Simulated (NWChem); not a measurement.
System: CH6OSi2; SMILES C1[SiH2][SiH2]O1

Input file for NWChem:

```
start job
memory heap 200 mb stack 900 mb global 1100 mb
geometry units angstroms noautosym nocenter noautoz
  C      1.361350     0.490348     0.000000
  O      1.061130    -0.936139     0.000000
  Si    -0.624896    -1.075910     0.000000
  Si    -0.430926     1.250790     0.000000
  H      1.958538     0.734760     0.886404
  H      1.958538     0.734760    -0.886404
  H     -1.150742    -1.788935    -1.200016
  H     -1.150742    -1.788935     1.200016
  H     -0.784718     2.047727     1.208549
  H     -0.784718     2.047727    -1.208549
end
basis spherical
  * library 6-31+g*
end
dft
  xc hfexch
  iterations 150
end
property
  response 1 0.0
end
task dft property
```

Coordinates come from a B3LYP/6-31G* (spherical d) optimisation.

Static field.

Give the results of this calculation. (Hartree-Fock/6-31+G* (spherical d).) Quantities: isotropic polarisability (bohr³); anisotropy (bohr³).


```json
{
 "isotropic polarisability (bohr³)": "60.2",
 "anisotropy (bohr³)": "16.8"
}
```
